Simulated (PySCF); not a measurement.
(1Z,3Z)-1,4-difluorobuta-1,3-diene (C4H4F2), SMILES F/C=C\C=C/F.

The structure is a stationary point at PBE0-D3(BJ)/def2-SVP. One conformer was computed; it need not be the lowest.

The numbers are results of PBE/def2-TZVP (PySCF), not measurements.

| Property | Value |
|---|---|
| total energy | -354.22434 hartree |
| point group | C2h |
| highest occupied level | -5.56 eV |
| lowest empty level | -1.75 eV |
| orbital gap | 3.81 eV |
| dipole moment | 0.00 D |
| quadrupole, principal values (traceless, Buckingham form, about the centre of nuclear charge) | -6.48, -3.41, 9.89 D·Å |
| mean static polarisability | 54.7 bohr³ (8.10 Å³) |
| polarisability, principal values | 31.5, 45.6, 87.0 bohr³ |
